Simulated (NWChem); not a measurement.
The numbers come from NWChem runs, not from measurements. System: ClSn, charge 0, spin multiplicity 2, at a geometry optimised with UPBE0/def2-SVP with def2 effective core potentials on Sn. The structure started from a generated list of species. Its SCF solution wasn't tested for a lower state. Level: UMP2/def2-TZVP with def2 effective core potentials on Sn, 9 core orbitals frozen.

Job file:

```
start mol
memory heap 200 mb stack 900 mb global 1100 mb
geometry units angstroms nocenter noautoz
  Sn     0.000000     0.000000     0.607471
  Cl     0.000000     0.000000    -1.786679
  symmetry group C2v
end
basis spherical
  * library def2-tzvp
end
ecp
  Sn library def2-ecp
end
scf
  uhf
  nopen 1
  maxiter 100
  thresh 1e-7
  semidirect memsize 60000000 filesize 0
  # guess.movecs holds the orbitals of an unrestricted PBE0 run
  vectors input guess.movecs output mol.movecs
end
mp2
  freeze core 9
end
task mp2 energy
```

Output (cleaned and shortened):

```
             Northwest Computational Chemistry Package (NWChem) 7.3.0
             --------------------------------------------------------

                                NWChem Input Module
                                -------------------

 Scaling coordinates for geometry "geometry" by  1.889725989
 (inverse scale =  0.529177249)

 Turning off AUTOSYM since
 SYMMETRY directive was detected!

                             Geometry "geometry" -> ""
                             -------------------------

 Output coordinates in angstroms (scale by  1.889725989 to convert to a.u.)

  No.       Tag          Charge          X              Y              Z
 ---- ---------------- ---------- -------------- -------------- --------------
    1 Sn                  50.0000     0.00000000     0.00000000     0.60747100
    2 Cl                  17.0000     0.00000000     0.00000000    -1.78667900

 Effective nuclear repulsion energy (a.u.)     187.8748873921

            Nuclear Dipole moment (a.u.)
            ----------------------------
        X                 Y               Z
 ---------------- ---------------- ----------------
     0.0000000000     0.0000000000     0.0000132281

      Symmetry information
      --------------------

 Group name             C2v
 Group number             16
 Group order               4
 No. of unique centers     2

      Symmetry unique atoms

     1    2


 Summary of "ao basis" -> "" (spherical)
 ------------------------------------------------------------------------------
       Tag                 Description            Shells   Functions and Types
 ---------------- ------------------------------  ------  ---------------------
 *                         def2-tzvp                  on all atoms

 Summary of "ao basis" -> "ao basis" (spherical)
 ------------------------------------------------------------------------------
       Tag                 Description            Shells   Functions and Types
 ---------------- ------------------------------  ------  ---------------------
 Sn                        def2-tzvp                16       50   6s5p3d2f
[...]
  AO/Fock/Back tols     =   1.0D-09  1.0D-09  1.0D-09

 GA uses MA = F    GA memory limited = T

 Available:
  local mem=  1.26D+08
 global mem=  1.44D+08
 local disk=  0.00D+00
  mp2_memr nvloc                    67
  nvloc new                    67
   1 passes of  11:        4194304                      52276                   9479934.
   1 passes of  11: M    126138050           G      144164062           F     121943746.

 Semi-direct pass number   1 of   1  for UHF alpha       at        1.3s
  vrange nnbf                  3778
  mp2_eaftype                    36  avail_ma_in_mb                  1099
 EAF : mp2_eaftype filesize          36    4739967.
  mp2_eaf for mointskh                     36
Node 0 wrote     22.3 Mb in      0.0 s     Agg I/O rate:  3311.8 Mb/s
 Done moints_semi at        3.4s
  mp2_eaftype                    36  avail_ma_in_mb                  1063
 EAF : mp2_eaftype filesize          36    4739967.
  mp2_eaf for kh                    36
 Done maket at        3.5s
 Done multipass loop at        3.5s

 GA uses MA = F    GA memory limited = T

 Available:
  local mem=  1.26D+08
 global mem=  1.44D+08
 local disk=  0.00D+00
  mp2_memr nvloc                    68
  nvloc new                    68
   1 passes of  10:        4194304                      49427                   8747758.
   1 passes of  10: M    126138050           G      144164062           F     121943746.

 Semi-direct pass number   1 of   1  for UHF beta        at        3.5s
  vrange nnbf                  3778
  mp2_eaftype                    33  avail_ma_in_mb                  1099
 EAF : mp2_eaftype filesize          33    4373879.
  mp2_eaf for mointskh                     33
Node 0 wrote     20.6 Mb in      0.0 s     Agg I/O rate:  3936.8 Mb/s
 Done moints_semi at        5.4s
  mp2_eaftype                    33  avail_ma_in_mb                  1066
 EAF : mp2_eaftype filesize          33    4373879.
  mp2_eaf for kh                    33
 Done maket at        5.4s
 Done multipass loop at        5.4s

          -------------------------------------------
          SCF energy                -672.913782885706
          Correlation energy          -0.464856887996
          Singlet pairs                0.000000000000
          Triplet pairs                0.000000000000
          Total MP2 energy          -673.378639773702
          -------------------------------------------

          ---------------------------------------------------
                    Spin Component Scaled (SCS) MP2
          Same spin pairs                     -0.146170472041
          Same spin scaling factor             0.333333333333
          Opposite spin pairs                 -0.318686415956
          Opposite spin scaling fact.          1.200000000000
          SCS-MP2 correlation energy          -0.431147189827
          Total SCS-MP2 energy              -673.344930075533
          ---------------------------------------------------

 -----------------------
 Performance information
 -----------------------

 Timer overhead =  1.47D-07 seconds/call

               Nr. of calls         CPU time (s)                 Wall time (s)                GFlops
             ---------------    -------------------     ------------------------------   -------------------
Name         Min   Avg   Max    Min     Avg     Max     Min     Avg     Max   Mx/calls   Min     Max     Sum
mp2: moin     2     2     2    4.0     4.0     4.0      4.0     4.0     4.0     2.0      0.0     0.0     0.0
mp2: make     2     2     2   0.13    0.13    0.13     0.13    0.13    0.13    6.72E-2   0.0     0.0     0.0
mp2: tota     1     1     1    4.2     4.2     4.2      4.2     4.2     4.2     4.2      0.0     0.0     0.0

 The average no. of pstat calls per process was 5.00D+00
 with a timing overhead of 7.37D-07s

 Task  times  cpu:        5.4s     wall:        5.4s

 Total times  cpu:        5.5s     wall:        5.5s
```
